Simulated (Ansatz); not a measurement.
These are Ansatz (a program for electronic structure) with B3LYP-D3(BJ)/def2-TZVP values and carry that method's errors. No frequencies were computed at this level.

Ansatz 0.2 input:
```yaml
crystal:
  periodic: [false, false, false]
  atoms:
    - { symbol: N, position_ang: [-0.65804, 0.262867, 0.004892] }
    - { symbol: C, position_ang: [0.505823, 0.011155, -0.001202] }
    - { symbol: O, position_ang: [1.659278, -0.021829, -0.004644] }
    - { symbol: H, position_ang: [-1.507061, -0.252194, 0.000953] }
basis:
  gaussian: { orbitals: def2-tzvp }
hamiltonian:
  xc: b3lyp
  dispersion: d3bj
relax:
  max_steps: 150
```

Output:

```
Functional definition: B3LYP
530 factors; their error is unknown
mean field evaluation 1: about -4586.3226 eV, gradient 5.9e1 eV
mean field evaluation 2: about -4581.0982 eV, gradient 7.8e1 eV
mean field evaluation 4: about -4592.0416 eV, gradient 4.9e0 eV
mean field evaluation 8: about -4592.0836 eV, gradient 1.5e-1 eV
mean field evaluation 16: about -4592.0970 eV, gradient 1.1e-5 eV
mean field -4592.09701625 eV, -168.7564527121 hartree, gradient 1.1e-5 eV, S^2 0.000000; 0 other end points of the search recorded, 0 dependent functions left out
reference -4592.09718049 eV, -168.7564587476 hartree; 11, 11 occupied and 88, 88 virtual orbitals, 530 factors
relax step   1: F+E_penalty+E_count = -4592.16869908 eV  Δ(F+E_penalty+E_count) = +0.000e0 eV  max|allowed force component| = 1.364e0 eV/Å  Δτ_max = 0.0000 Å  (29 SCF iters, accepted)
these checks for a lower state are left out or cut short: starts, cluster_reference, orbital_swaps, neighbouring_geometries, increment
530 factors; their error is unknown
mean field -4592.11988693 eV, -168.7572931941 hartree, gradient 2.1e-5 eV, S^2 0.000000; 0 other end points of the search recorded, 0 dependent functions left out
reference -4592.12005207 eV, -168.7572992629 hartree; 11, 11 occupied and 88, 88 virtual orbitals, 530 factors
relax step   2: F+E_penalty+E_count = -4592.19142581 eV  Δ(F+E_penalty+E_count) = -2.273e-2 eV  max|allowed force component| = 2.552e-1 eV/Å  Δτ_max = 0.0144 Å  (33 SCF iters, accepted)
these checks for a lower state are left out or cut short: starts, cluster_reference, orbital_swaps, neighbouring_geometries, increment
530 factors; their error is unknown
mean field evaluation 32: about -4592.1294 eV, gradient 1.7e-5 eV
mean field -4592.12941141 eV, -168.7576432121 hartree, gradient 1.7e-5 eV, S^2 0.000000; 0 other end points of the search recorded, 0 dependent functions left out
reference -4592.12957716 eV, -168.7576493035 hartree; 11, 11 occupied and 88, 88 virtual orbitals, 530 factors
relax step   3: F+E_penalty+E_count = -4592.20095281 eV  Δ(F+E_penalty+E_count) = -9.527e-3 eV  max|allowed force component| = 3.242e-1 eV/Å  Δτ_max = 0.0141 Å  (33 SCF iters, accepted)
these checks for a lower state are left out or cut short: starts, cluster_reference, orbital_swaps, neighbouring_geometries, increment
530 factors; their error is unknown
mean field -4592.14123804 eV, -168.7580778329 hartree, gradient 2.5e-5 eV, S^2 0.000000; 0 other end points of the search recorded, 0 dependent functions left out
reference -4592.14140516 eV, -168.7580839743 hartree; 11, 11 occupied and 88, 88 virtual orbitals, 530 factors
relax step   4: F+E_penalty+E_count = -4592.21300198 eV  Δ(F+E_penalty+E_count) = -1.205e-2 eV  max|allowed force component| = 6.330e-1 eV/Å  Δτ_max = 0.0435 Å  (33 SCF iters, accepted)
these checks for a lower state are left out or cut short: starts, cluster_reference, orbital_swaps, neighbouring_geometries, increment
530 factors; their error is unknown
mean field -4592.14648244 eV, -168.7582705611 hartree, gradient 2.4e-5 eV, S^2 0.000000; 0 other end points of the search recorded, 0 dependent functions left out
reference -4592.14665077 eV, -168.7582767470 hartree; 11, 11 occupied and 88, 88 virtual orbitals, 530 factors
relax step   5: F+E_penalty+E_count = -4592.21839144 eV  Δ(F+E_penalty+E_count) = -5.389e-3 eV  max|allowed force component| = 1.786e-1 eV/Å  Δτ_max = 0.0331 Å  (32 SCF iters, accepted)
these checks for a lower state are left out or cut short: starts, cluster_reference, orbital_swaps, neighbouring_geometries, increment
530 factors; their error is unknown
mean field -4592.14684167 eV, -168.7582837624 hartree, gradient 2.5e-5 eV, S^2 0.000000; 0 other end points of the search recorded, 0 dependent functions left out
reference -4592.14700983 eV, -168.7582899423 hartree; 11, 11 occupied and 88, 88 virtual orbitals, 530 factors
relax step   6: F+E_penalty+E_count = -4592.21872170 eV  Δ(F+E_penalty+E_count) = -3.303e-4 eV  max|allowed force component| = 5.431e-3 eV/Å  Δτ_max = 0.0055 Å  (34 SCF iters, accepted)
530 factors; their error is unknown
mean field evaluation 64: about -4592.1468 eV, gradient 2.5e-5 eV
mean field -4592.14684167 eV, -168.7582837624 hartree, gradient 2.5e-5 eV, S^2 0.000000; 1 other end points of the search recorded, 0 dependent functions left out
reference -4592.14700983 eV, -168.7582899423 hartree; 11, 11 occupied and 88, 88 virtual orbitals, 530 factors
Total energy: -4592.21888986 eV, -168.7609314845 hartree
Atom 0 at    -0.686457     0.337574     0.005864 Å, force     0.004757     0.001153     0.000001 eV/Å
Atom 1 at     0.489763     0.054929    -0.000634 Å, force    -0.005431    -0.002304    -0.000013 eV/Å
Atom 2 at     1.646311    -0.076324    -0.005264 Å, force     0.002667     0.001719     0.000014 eV/Å
Atom 3 at    -1.449617    -0.316180     0.000033 Å, force    -0.001993    -0.000568    -0.000002 eV/Å
Dipole moment:    -0.380734    -0.246886    -0.001957 e Å
```

Cost: very roughly 10 core-seconds.
